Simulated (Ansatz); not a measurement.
Cost and result up the ladder for Mo(OH)F5 (MoOF₅H) (8 atoms). Total charge 0; singlet. Geometry: r2SCAN-D4/def2-SVP.

```xyz
8

Mo    0.234    0.018   -0.209
O    -1.386    0.157    0.626
H    -1.901   -0.028    1.426
F     1.934   -0.225   -0.860
F    -0.390    0.621   -1.825
F     0.919   -0.586    1.398
F    -0.119   -1.705   -0.755
F     0.710    1.747    0.200
```

Ansatz on 4 threads of Arm Neoverse V1 on a shared host. Times are rough, and most runs start from the orbitals of an earlier one. ωB97X-V/def2-TZVP serves as the yardstick here, not as an exact answer. Differences are given only for rows in sets of like size (and for xTB, whose basis is part of the method), since another set adds its own error. Binding counts from free atoms at the same level (Mo septet, O triplet, H doublet, F doublet; other spins of the atoms weren't run), without zero-point energy or a counterpoise term.

In the def2 sets Mo takes a core potential; there is no spin–orbit coupling. HSE06 is defined as in plane-wave codes, on full-range PBE exchange. Correlated methods freeze 6 core orbitals; core or outer-core shells of Mo are correlated, in sets that lack core-valence functions. The rows differ in basis, and correlated rows in double-zeta sets carry the largest basis error.

Correlated methods converge slowly with the basis, most of all in double-zeta sets.

```tsv
level	functions	wall time
PBE-D4/def2-SVP	120	1.2 s
PBE0-D4/def2-SVP	120	1.7 s
PBE-D4/def2-TZVP (with forces)	232	3.1 s
PBE0-D4/def2-TZVP	232	3.7 s
PBE-D4/def2-TZVPD	289	3.8 s
HSE06-D4/def2-TZVP	232	4.1 s
MP2/def2-TZVP	232	4.3 s
r2SCAN-D4/def2-TZVP	232	4.9 s
PBE0-D4/def2-TZVPD	289	6 s
ωB97X-V/def2-TZVP	232	10 s
B97M-V/def2-TZVP	232	10 s
B97M-V/def2-TZVPD	289	15 s
CCSD(T)/def2-SVP	120	35 s
```

(1) Estimate what each level gives for the binding energy per atom (eV).

Results:

(1) 
```
                         level  binding energy per atom (eV)  difference from ωB97X-V/def2-TZVP (eV)                         remarks
               PBE-D4/def2-SVP                          4.48                                       –                               –
              PBE0-D4/def2-SVP                          3.98                                       –                               –
PBE-D4/def2-TZVP (with forces)                          4.33                                    0.31                               –
             PBE0-D4/def2-TZVP                          3.88                                   -0.13                               –
             PBE-D4/def2-TZVPD                          4.32                                    0.31                               –
            HSE06-D4/def2-TZVP                          3.89                                   -0.13                               –
                 MP2/def2-TZVP                          4.11                                    0.09  test for broken spin undecided
           r2SCAN-D4/def2-TZVP                          4.10                                    0.09                               –
            PBE0-D4/def2-TZVPD                          3.89                                   -0.12                               –
             ωB97X-V/def2-TZVP                          4.02                                    0.00                               –
              B97M-V/def2-TZVP                          4.04                                    0.03                               –
             B97M-V/def2-TZVPD                          4.05                                    0.03                               –
              CCSD(T)/def2-SVP                          3.67                                       –                               –
```
